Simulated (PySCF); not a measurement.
# Bromine: a sound run and one with changed settings

Sound run: Br²⁺ [Ar] 3d10 4s2 4p3, Br³⁺ [Ar] 3d10 4s2 4p2. Calculation: PySCF 2.14, in aug-cc-pVDZ-PP with ECP10MDF (5s4p3d, 32 functions); a scalar-relativistic core potential. The sound run starts from symmetry-adapted Hartree-Fock orbitals and uses a fine grid where one is needed.

Changed run: radial step 0.3 in ln r (0.13 in the sound run). This setting is unsound on purpose.

```json
{"species": "Br²⁺", "method": "UHF", "sound run (hartree)": "-414.33901", "changed run (hartree)": "-414.33901", "converged": "yes"}
{"species": "Br²⁺", "method": "B3LYP", "sound run (hartree)": "-415.63564", "changed run (hartree)": "-415.63571", "converged": "yes"}
{"species": "Br²⁺", "method": "PBE0", "sound run (hartree)": "-415.54825", "changed run (hartree)": "-415.54834", "converged": "yes"}
{"species": "Br³⁺", "method": "UHF", "sound run (hartree)": "-413.06655", "changed run (hartree)": "-413.06655", "converged": "yes"}
{"species": "Br³⁺", "method": "B3LYP", "sound run (hartree)": "-414.34721", "changed run (hartree)": "-414.34721", "converged": "yes"}
{"species": "Br³⁺", "method": "PBE0", "sound run (hartree)": "-414.25633", "changed run (hartree)": "-414.25624", "converged": "yes"}
```

Ionisation energy of Br²⁺:

| method | sound run (eV) | changed run (eV) |
| --- | --- | --- |
| UHF | 34.625 | 34.625 |
| B3LYP | 35.060 | 35.062 |
| PBE0 | 35.155 | 35.160 |

A coarse radial grid mis-integrates the density and the exchange-correlation energy, with errors of either sign; Hartree-Fock needs no grid.

For comparison, NIST gives 34.871 ± 0.019 eV between the lowest levels.
